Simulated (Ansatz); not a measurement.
CH6BGaO (`[BH2][GaH][O]C`), one more setting.

```yaml
crystal:
  periodic: [false, false, false]
  atoms:
    - {symbol: B, position_ang: [-1.297317, 1.675676, -1.017047]}
    - {symbol: Ga, position_ang: [0.124820, 0.832219, -0.593565]}
    - {symbol: O, position_ang: [-0.406135, -0.829407, 0.713732]}
    - {symbol: C, position_ang: [1.118895, -1.450495, 0.940037]}
    - {symbol: H, position_ang: [-2.068950, 1.302727, -1.892020]}
    - {symbol: H, position_ang: [-2.107391, 2.856725, -0.755657]}
    - {symbol: H, position_ang: [1.810109, 1.010996, -0.737016]}
    - {symbol: H, position_ang: [0.622150, -2.802201, 0.523526]}
    - {symbol: H, position_ang: [1.792746, -1.184684, 0.769779]}
    - {symbol: H, position_ang: [0.800645, -1.483076, 2.166284]}
basis:
  gaussian: {orbitals: x2c-TZVPPall, nuclear_model: gaussian}
total_charge: 1
magnetization: {spin_polarized: false, initial_magnetization: 1}
hamiltonian: {xc: {name: r2SCAN0}}
output: {forces: true}
```

```sh
$ ansatz run in.yaml --threads 4 --pin off --events-out ev --progress --plain --max-ram 10444MiB
```

Shortened log:

```
Functional definition: r2SCAN0
1260 factors; their error is unknown
mean field evaluation 1: about -56710.9414 eV, gradient 8.9e1 eV
mean field evaluation 2: about -56496.3743 eV, gradient 2.0e2 eV
mean field evaluation 4: about -56725.1885 eV, gradient 3.2e1 eV
mean field evaluation 8: about -56731.7528 eV, gradient 1.1e1 eV
mean field evaluation 16: about -56732.1310 eV, gradient 1.0e-1 eV
mean field evaluation 32: about -56732.3093 eV, gradient 1.1e-4 eV
mean field -56732.30931450 eV, -2084.8739127675 hartree, gradient 3.2e-5 eV, S^2 0.750000; 2 other end points of the search recorded, 0 dependent functions left out
reference -56732.30932829 eV, -2084.8739132741 hartree; 28, 27 occupied and 197, 198 virtual orbitals, 1260 factors
Total energy: -56732.30932829 eV, -2084.8739132741 hartree
Relativity: scalar
Atom 0 at    -1.297317     1.675676    -1.017047 Å, force   -10.125232     6.295977    -2.363707 eV/Å
Atom 1 at     0.124820     0.832219    -0.593565 Å, force     7.967760    -3.179102     2.360100 eV/Å
Atom 2 at    -0.406135    -0.829407     0.713732 Å, force     5.117072     0.429261    -1.393823 eV/Å
Atom 3 at     1.118895    -1.450495     0.940037 Å, force   -39.882856   -17.745025    12.613056 eV/Å
Atom 4 at    -2.068950     1.302727    -1.892020 Å, force     0.860899    -0.285947     0.255211 eV/Å
Atom 5 at    -2.107391     2.856725    -0.755657 Å, force     2.480009    -2.597291    -0.007574 eV/Å
Atom 6 at     1.810109     1.010996    -0.737016 Å, force    -1.946245    -0.729109     0.270174 eV/Å
Atom 7 at     0.622150    -2.802201     0.523526 Å, force     2.214886     4.344357     1.250751 eV/Å
Atom 8 at     1.792746    -1.184684     0.769779 Å, force    31.555644    13.783619    -9.554986 eV/Å
Atom 9 at     0.800645    -1.483076     2.166284 Å, force     1.758063    -0.316740    -3.429202 eV/Å
Dipole moment:     0.200903    -0.422820     0.168371 e Å
```

Hardware: 4 threads of an Arm Neoverse V2 on a shared host. Wall time 15 s, peak host memory 0.91 GiB.
